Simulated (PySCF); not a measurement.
Geometry (Å), atoms numbered from 1 in this order:
```xyz
9

F     2.415    0.808   -0.240
B     1.697   -0.284   -0.031
C     0.175   -0.181    0.015
C    -1.025   -0.670    0.141
F    -1.761   -1.722    0.330
C    -1.073    0.764   -0.078
H     2.283   -1.330    0.119
H    -1.287    1.446    0.759
H    -1.367    1.164   -1.061
```

Geometry: PBE0-D3(BJ)/def2-SVP; GIAO shifts from PySCF 2.14, gas phase, non-relativistic, averaged over equivalent atoms.

At KT2/pcSseg-2 (258 basis functions, 33 s wall time on 1 thread of an Arm Neoverse V2, shared host):
```json
{"atoms": "F1", "δ (ppm)": "-60.8"}
{"atoms": "F5", "δ (ppm)": "-110.2"}
{"atoms": "B2", "δ (ppm)": "36.1"}
{"atoms": "C4", "δ (ppm)": "174.3"}
{"atoms": "C3", "δ (ppm)": "78.7"}
{"atoms": "C6", "δ (ppm)": "24.3"}
{"atoms": "H7", "δ (ppm)": "5.47"}
{"atoms": "H8/H9", "δ (ppm)": "2.23"}
```

Referencing at the same level of theory: $^{19}$F (136.34 ppm) against CFCl3; $^{11}$B (98.29 ppm) against BF3·OEt2; $^{13}$C (182.28 ppm) and $^{1}$H (31.18 ppm) against TMS.

Question: What do these become at LDA/pcSseg-2?

Answer: 
```csv
atoms,δ at LDA/pcSseg-2,change
F1,-35.3,+25.5
F5,-102.8,+7.4
B2,42.6,+6.5
C4,189.2,+14.9
C3,89.9,+11.2
C6,25.0,+0.7
H7,5.81,+0.34
H8/H9,2.18,-0.05
```

Referencing at the same level of theory: $^{19}$F (138.24 ppm) against CFCl3; BF3·OEt2 for $^{11}$B (90.97 ppm); $^{13}$C (180.28 ppm) and $^{1}$H (30.77 ppm) against TMS.

The largest change is at F1 (fluorine bonded to B). Cost: 258 basis functions, 28 s wall time on 1 thread of an Arm Neoverse V2, shared host. The order of the carbon signals is the same at both levels.

A carbon bonded to boron is broadened by the quadrupolar boron nucleus and is often missing from a measured spectrum. Unscaled 19F shifts against computed CFCl3 carry errors that often reach 10 to 50 ppm.
